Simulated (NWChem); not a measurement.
System: H3SO4 cation; SMILES O=S(O)(O)=[OH+]

```xyz
8

O      0.0007    -0.1943    -1.5552
S      0.0000    -0.0151    -0.1215
O     -0.9416     1.1070     0.4631
O      1.3718     0.3665     0.5567
O     -0.4313    -1.2510     0.7582
H     -0.9280     1.9337    -0.0855
H      2.1350    -0.1382     0.1725
H     -1.2066    -1.7356     0.3725
```
Atoms are numbered in this order, from 1.

Results from NWChem. Pople sets run with spherical d functions. Structure relaxed at the PBE-D3(BJ)/def2-SVP level. Atomic charges in e: unrestrained fits to the electrostatic potential beside Mulliken populations; buried atoms are poorly determined by the fit.

For level Hartree-Fock/6-31G*:

```
Item         Value
-----------  -----
Mulliken O1  -0.53
ESP S2        1.28
Mulliken S2   1.92
Mulliken O3  -0.71
Mulliken O4  -0.71
Mulliken O5  -0.71
```

Estimate the same quantities for level B3LYP/def2-SVP.

Mulliken O1: -0.27
ESP S2: 1.14
Mulliken S2: 1.16
Mulliken O3: -0.25
Mulliken O4: -0.25
Mulliken O5: -0.25
